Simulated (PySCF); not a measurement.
# UHF on Co⁺ (cobalt, charge +1)

Configuration: [Ar] 3d8, high-spin 3F determinant. Computed with PySCF 2.14 in def2-SVP, with no relativity, point nucleus.

```
Total energy                                     : -1380.910508 hartree
One-electron energy                              : -1912.3726 hartree
Hartree (Coulomb) energy                         : 589.5831 hartree
Exchange energy                                  : -58.1210 hartree
Kinetic energy                                   : 1381.67543 hartree
⟨S²⟩                                             : 2.0024
⟨L²⟩                                             : 12.018
Sum of ⟨r⟩                                       : 17.11 bohr
Sum of ⟨r²⟩                                      : 18.73 bohr²
Density at the nucleus (Gaussians lack the cusp) : 12600 bohr⁻³
Spin density at the nucleus                      : 0.0296 bohr⁻³
Langevin diamagnetic susceptibility              : -14.8 ×10⁻⁶ cm³/mol
Time after the integrals                         : 0.1 s of wall time on 1 thread of Neoverse-V2 (shared host)
```

```csv
shell,electrons,mean orbital energy (eV),spread (eV),"rms radius, mean of both spins (bohr)"
1s α,1,-7702.1,0,0.0659
1s β,1,-7702.1,0,0.0659
2s α,1,-949.01,0,0.279
2s β,1,-947.30,0,0.279
2p α,3,-820.16,0,0.250
2p β,3,-818.48,0,0.250
3s α,1,-126.24,0,0.846
3s β,1,-121.45,0,0.846
3p α,3,-86.093,0,0.900
3p β,3,-80.275,0,0.900
3d α,5,-19.803,1.292,1.22
3d β,3,-17.495,0,1.22
```
